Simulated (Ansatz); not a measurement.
Geometry optimisation, RKS PBE-D4/def2-SVP in Ansatz.

input.yaml

```yaml
crystal:
  periodic: [false, false, false]
  atoms:
    - { symbol: B, position_ang: [0.0, 0.0, 0.0] }
    - { symbol: F, position_ang: [0.0, 0.0, 1.67] }
    - { symbol: H, position_ang: [1.0305, 0.0, -0.595] }
    - { symbol: F, position_ang: [-1.1431, 0.0, -0.66] }
    - { symbol: "N", position_ang: [0.0773, -1.7539, 0.5833] }
    - { symbol: H, position_ang: [-0.441, -2.5119, 0.0539] }
    - { symbol: H, position_ang: [0.64, -2.0009, 1.4471] }
    - { symbol: H, position_ang: [0.0473, -1.0728, 1.5337] }
basis:
  gaussian: { orbitals: def2-SVP }
hamiltonian:
  xc: pbe
  dispersion: d4
relax:
  f_tol: 0.15
  max_steps: 25
  restrain:
    - { distance: [0, 4], at: 2.75, k: 30.0 }
    - { distance: [7, 1], at: 2.12, k: 30.0 }
    - { distance: [0, 1], at: 1.32, k: 30.0 }
    - { distance: [7, 4], at: 1.06, k: 30.0 }
```

Command:

```bash
$ ansatz run input.yaml --threads 1 --pin off --max-ram 2048MiB --backend cpu --events-out ev --progress --plain --runs-dir out
```

**Question.** Where does it end, and by what steps?

**Answer.** The run converged. The restraints hold the end off the free minimum; the threshold counts their pulls, which the force column leaves out. Restrained pairs: B1–N5 (1.85 → 2.74 Å), F2–H8 (1.08 → 2.13 Å), B1–F2 (1.67 → 1.33 Å), N5–H8 (1.17 → 1.04 Å). After 11 steps the energy has fallen by 3.820 eV (the restraints' own energy left out); H7 moved furthest, 0.83 Å.

```
step  energy less start (eV)  largest force component (eV/Å)  accepted
   0                  0.0000                           5.839       yes
   1                 -0.5381                           3.765       yes
   2                 -1.0502                           4.203       yes
   3                 -1.9194                           3.332       yes
   4                 -3.0213                           3.592       yes
   5                 -3.5094                           2.331       yes
   6                 -3.6903                           1.226       yes
   7                 -3.7362                           1.208       yes
   8                 -3.8126                           0.929       yes
   9                 -3.8128                           0.655       yes
  10                 -3.8187                           0.671       yes
  11                 -3.8205                           0.645       yes
```

```xyz
8
Properties=species:S:1:pos:R:3
B -0.001 0.433 -0.056
F -0.280 0.551 1.241
H 1.138 0.530 -0.456
F -1.025 0.380 -0.900
N 0.134 -2.163 0.802
H -0.615 -2.862 0.721
H 0.984 -2.668 1.081
H -0.124 -1.541 1.599
```

The run took 24 s on 1 thread of Arm Neoverse V1 (shared host), peak memory 0.13 GiB.
